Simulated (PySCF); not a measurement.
Compound: C9H10.
Numbering: `[CH2:1]=[CH:2][C:3]1=[CH:4][CH:5]=[CH:6][CH2:7][CH:8]=[CH:9]1` (hydrogens: H10, H11 on C1; H12 on C2; H13 on C4; H14 on C5; H15 on C6; H16, H17 on C7; H18 on C8; H19 on C9)

Cartesian coordinates in Å at the PBE0-D3(BJ)/def2-SVP level; atoms count from 1:
```xyz
19
C9H10 angstrom
C      3.0377   -0.9625   -0.1689
C      2.1495   -0.2407   -0.8659
C      0.7336   -0.0532   -0.5341
C     -0.0574    0.6203   -1.4355
C     -1.4358    0.9955   -1.2667
C     -2.3514    0.2996   -0.5554
C     -2.0304   -1.0466    0.0205
C     -0.9955   -0.8320    1.0833
C      0.2602   -0.4443    0.7844
H      2.7613   -1.5038    0.7402
H      4.0762   -1.0446   -0.4974
H      2.4827    0.2535   -1.7860
H      0.4466    1.0102   -2.3275
H     -1.7536    1.9201   -1.7611
H     -3.3507    0.7207   -0.4053
H     -2.9267   -1.5358    0.4243
H     -1.6148   -1.6953   -0.7730
H     -1.2732   -0.9822    2.1317
H      0.9886   -0.3707    1.5984
```

The calculation used PySCF 2.14.0, density-fitted response routines, TDDFT PBE0/def2-SVPD, vertical, gas phase, core orbitals frozen in the response.

Transition dipole moments from the ground state, in atomic units and in the frame of the coordinates above (overall signs are arbitrary), for the states with f of 0.002 or more among the lowest 6:

```json
{"state": "S1", "E (eV)": "4.247", "μx": "-1.430", "μy": "0.557", "μz": "-0.544"}
{"state": "S2", "E (eV)": "4.684", "μx": "0.311", "μy": "-0.020", "μz": "-0.082"}
{"state": "S3", "E (eV)": "5.337", "μx": "-1.412", "μy": "0.025", "μz": "0.378"}
{"state": "S4", "E (eV)": "5.581", "μx": "0.130", "μy": "-0.180", "μz": "0.216"}
{"state": "S5", "E (eV)": "6.029", "μx": "-0.097", "μy": "0.220", "μz": "0.033"}
{"state": "S6", "E (eV)": "6.288", "μx": "-0.694", "μy": "0.297", "μz": "-0.392"}
```

**Question.** What oscillator strength does each state have?

**Answer.** f = (2/3) ΔE |μ|² with ΔE in hartree (27.2114 eV).

```csv
state,|μ|² (au),|μ| (D),f
S1,2.652,4.14,0.276
S2,0.103,0.82,0.012
S3,2.136,3.72,0.279
S4,0.096,0.79,0.013
S5,0.059,0.62,0.009
S6,0.723,2.16,0.111
```

**Question.** Which bond between heavy atoms lies closest to the direction of the S3 transition dipole?

**Answer.** C2–C3, at 7° from it; next C4–C5 at 16°.

**Question.** What angle do the transition dipoles of S2 and S4 make?

**Answer.** |cos θ| = |μa·μb| / (|μa| |μb|) = 0.26, so θ ≈ 75° (taken between 0 and 90°, since the signs are arbitrary).

One conformer stands for the species.
